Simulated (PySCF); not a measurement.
Ca: excitation energy

Ca [Ar] 4s2 (1S) → Ca [Ar] 3d1 4s1 (3D), as a difference of total energies. All numbers are calculated (PySCF 2.14, the spin-free X2C one-electron Hamiltonian (Gaussian nucleus), in ANO-RCC-VTZP (6s5p2d1f, 38 functions)). Correlated levels: valence: [Ar] frozen; valence and next inner shell: [Ne] frozen. The calculations carry no spin-orbit coupling.

```json
{"method": "UHF", "excitation energy (eV)": "2.815", "error (eV)": "+0.291"}
{"method": "LDA", "excitation energy (eV)": "2.522", "error (eV)": "-0.002"}
{"method": "PBE", "excitation energy (eV)": "2.393", "error (eV)": "-0.131"}
{"method": "PBE0", "excitation energy (eV)": "2.523", "error (eV)": "-0.001"}
{"method": "r2SCAN", "excitation energy (eV)": "2.183", "error (eV)": "-0.341"}
{"method": "B97-3", "excitation energy (eV)": "2.889", "error (eV)": "+0.365"}
{"method": "M06-L", "excitation energy (eV)": "2.864", "error (eV)": "+0.340"}
{"method": "r2SCAN0", "excitation energy (eV)": "2.387", "error (eV)": "-0.137"}
{"method": "BHandHLYP", "excitation energy (eV)": "2.875", "error (eV)": "+0.351"}
{"method": "MP2 (valence)", "excitation energy (eV)": "3.275", "error (eV)": "+0.751"}
{"method": "SCS-MP2 (valence)", "excitation energy (eV)": "3.394", "error (eV)": "+0.870"}
{"method": "MP2 (valence and next inner shell)", "excitation energy (eV)": "3.373", "error (eV)": "+0.849"}
{"method": "SCS-MP2 (valence and next inner shell)", "excitation energy (eV)": "3.473", "error (eV)": "+0.949"}
```

Reference: 2.524 eV (measured; NIST levels, between the centres of gravity of the two terms).

Errors of the correlated levels include the incompleteness of this basis and the frozen core.
